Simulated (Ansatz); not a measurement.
`[SiH3]C1=C[SiH2]O1` at its PBE0-D4/def2-TZVP geometry, where that method's forces vanish. Total charge 0; spin multiplicity 1.

```xyz
11

Si   -1.0104    1.7258   -0.0683
C    -0.0723    0.1007    0.0072
C     0.9977   -0.3642   -0.6716
Si    0.7633   -1.8598    0.3582
O    -0.5061   -0.8673    0.9198
H    -2.4272    1.4660   -0.4269
H    -0.9527    2.3949    1.2555
H    -0.3644    2.5721   -1.1018
H     1.5646    0.1327   -1.4408
H     0.2678   -3.1152   -0.2581
H     1.7398   -2.1857    1.4267
```

Q: What forces (eV/Å) does r2SCAN-D4/def2-TZVPP give on these atoms in the Gaussian-basis code of Ansatz? (An estimate is asked.)

A: Computed: 
```
Si1 -0.012  0.017  0.001
C2  -0.070  0.303 -0.106
C3   0.278 -0.108 -0.183
Si4  0.084 -0.041 -0.050
O5  -0.239 -0.184  0.310
H6   0.022  0.010  0.011
H7  -0.009 -0.009 -0.023
H8  -0.016 -0.017  0.024
H9  -0.017  0.013  0.008
H10  0.002  0.016  0.018
H11 -0.022  0.000 -0.010
```
